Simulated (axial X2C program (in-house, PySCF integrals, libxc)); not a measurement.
## Excited states of PdBr⁻ by EOM-EE-CCSD

Calculated with an in-house all-electron X2C program for linear molecules (integrals from PySCF): two-component X2C with atomic mean-field Coulomb and Gaunt terms, Gaussian nuclei, basis Pd dyall-acv3z, Br dyall-acv3z with contracted cores.

R = 2.414 Å (near the PBE0 minimum at charge -1 of the determinant lowest at the starting distance; the state shown can have its own minimum elsewhere).

Hartree–Fock spinors of PdBr⁻ (one of each Kramers pair; a window near the gap, which can cut inner shells):

```tsv
ω	occupied	ε (eV)	character
3/2	yes	-5.36	50% Pd d, 48% Br p
3/2	yes	-4.30	95% Pd d, 4% Br p
5/2	yes	-3.84	100% Pd d
1/2	yes	-3.57	54% Pd d, 40% Br p, 3% Pd p
3/2	yes	-3.25	55% Pd d, 38% Br p, 3% Pd p
1/2	yes	-2.61	59% Pd d, 25% Br p, 12% Pd s
1/2	no	2.11	87% Pd p, 12% Pd s
1/2	no	2.21	99% Pd p
3/2	no	2.21	99% Pd p
1/2	no	2.72	86% Pd s, 13% Pd p
1/2	no	4.08	82% Pd d, 10% Pd p, 5% Pd s
3/2	no	4.14	93% Pd d, 5% Pd p, 2% Br p
```

Vertical excitation energies from the closed-shell determinant state of PdBr⁻:

```
 Ω  excitation (eV)   cm⁻¹         hole of the leading pair    particle of the leading pair  weight of the pair (for Ω = 0 its time-reversed partner can hold as much again)  singles weight
0⁻            1.450  11692  66% Pd dσ, 11% Pd dπ, 10% Br pσ            53% Pd sσ, 34% Pd pσ                                                                             0.48            0.95
 1            1.458  11759   68% Pd dσ, 10% Br pσ, 9% Pd sσ            53% Pd sσ, 34% Pd pσ                                                                             0.94            0.95
 2            1.655  13348    81% Pd dπ, 9% Br pπ, 6% Pd dδ  53% Pd sσ, 34% Pd pσ, 6% Br pσ                                                                             0.94            0.94
0⁺            1.710  13790   45% Pd dσ, 35% Pd dπ, 7% Br pσ            52% Pd sσ, 38% Pd pσ                                                                             0.46            0.94
 1            1.729  13947    78% Pd dπ, 9% Pd dδ, 9% Br pπ            53% Pd sσ, 35% Pd pσ                                                                             0.83            0.94
 3            1.907  15384                       100% Pd dδ  53% Pd sσ, 34% Pd pσ, 6% Br pσ                                                                             0.94            0.95
0⁻            1.946  15697    75% Pd dπ, 9% Pd dσ, 8% Br pπ            53% Pd sσ, 34% Pd pσ                                                                             0.47            0.94
 2            1.963  15831                       100% Pd dδ            53% Pd sσ, 35% Pd pσ                                                                             0.92            0.95
```

This point took 2.6 min on 1 thread of Intel(R) Xeon(R) Platinum 8375C CPU @ 2.90GHz (Ice Lake) (shared host).

Reference electrons by ω block (each with its −ω partner): 1/2: 26, 3/2: 12, 5/2: 3. 18 electrons of PdBr⁻ correlated (inner shells frozen), 84 natural virtual spinors (a truncated set); levels can be off by some tenths of an eV. Roots sought by Ω: (0: 5, 1: 4, 2: 3, 3: 1); rows need 60 % singles weight and stop where some Ω has no more roots. Missing are any skipped roots, higher Ω and states of a further excitation; these come out far too high here and may in truth be low or lowest. T1 of the reference 0.024 (Lee–Taylor). Some roots did not converge and are left out. The highest Hartree–Fock level of the anion lies at -2.61 eV; relaxation, partly offset by correlation, puts the detachment threshold some tenths of an eV to over one eV lower in magnitude, and states above it are held by the basis set and are not bound. Number of frozen shells: Pd 4 s, 3 p, 1 d; Br 3 s, 2 p, 1 d.
